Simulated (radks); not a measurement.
The numbers below are computed, except where a source is named.
Task: Coherent X-ray form factor from a spherical all-electron density. Level of theory: Dirac Kohn-Sham, BLYP, spin-unpolarised, spherical densities, point nucleus (a radial shooting solver on a logarithmic mesh with Libxc functionals).

sin(theta)/lambda (1/angstrom)  f0 (electrons)
0.05                                    74.051
0.1                                     71.518
0.15                                    68.075
0.2                                     64.317
0.25                                    60.581
0.3                                     57.013
0.4                                     50.554
0.5                                     45.016
0.6                                     40.283
0.8                                     32.626
1                                       26.745
1.25                                    21.463
1.5                                     18.053
2                                       14.239

The species is in the configuration that NIST lists as its ground one. Which atom or ion scatters so?

Result: The osmium ion Os+, [Xe] 4f14 5d6 6s1. Extrapolating in s^2 from the first two rows gives f0(0) = 74.9, near the electron count 75; among species with that count, the fall with angle is slower the higher Z, and the table is that of Z = 76; from so few rows the species is fixed only to a neighbour or two.
